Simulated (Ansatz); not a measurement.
Energy profile

The step: BH₂Br ([BH2][Br]) + AsH₃ → BAsH₄ ([BH2][AsH2]) + HBr; bonds formed: B1–As6, Br2–H5; bonds broken: B1–Br2, H5–As6 (atoms numbered as in the saddle structure below).

```tsv
atom	x (Å)	y (Å)	z (Å)
B1	-0.7802	-0.2516	-0.4928
Br2	1.3315	-0.9177	-1.5894
H3	-1.2081	-1.3483	-0.3303
H4	-1.1573	0.4827	-1.3478
H5	0.8136	-0.1939	-0.3099
As6	-0.3435	0.7169	1.2721
H7	0.7026	1.7335	0.8551
H8	0.6415	-0.2218	1.9431
```

Electronic energies by CCSD(T) at an estimated basis limit (MP2 extrapolated from triple and quadruple zeta, plus CCSD(T) − MP2 in triple zeta), on PBE0-D4/def2-TZVP structures; BAsH5Br, closed shell; no counterpoise correction. Program: Ansatz 0.2.0. Basis: def2-TZVPP and def2-QZVPP. Cores are frozen in the correlated methods. Filled d shells of the heavier atoms are correlated. The def2 sets are not built for correlating such inner shells, so the correlated values are less sure here. Extrapolation: Hartree–Fock as exp(−7.88 √X), correlation as X^−2.97.

Q: Give the profile in kJ/mol, counted from the separated reactants. (An estimate is asked for; the value comes from the calculation.)

A: Computed:
```tsv
point	kJ/mol
separated: BH2Br (linked as [BH2][Br]; B1, Br2, H3, H4; singlet) + AsH3 (H5, As6, H7, H8; singlet)	0.0
start structure	-6.5
saddle	83.1
end structure	54.7
separated: BAsH4 (linked as [BH2][AsH2]; B1, H3, H4, As6, H7, H8; singlet) + HBr (Br2, H5; singlet)	64.6
```

No T1 diagnostic of these runs exceeds 0.014. The end structure is not quite a true minimum (one mode of 64i cm⁻¹).

For scale, one of the runs: CCSD(T)/def2-TZVPP, 197 basis functions (an equivalent command: `ansatz run in.yaml --threads 4`). Hardware: 4 CPU threads, shared host. Wall time 110 s; peak host memory 2.4 GiB.
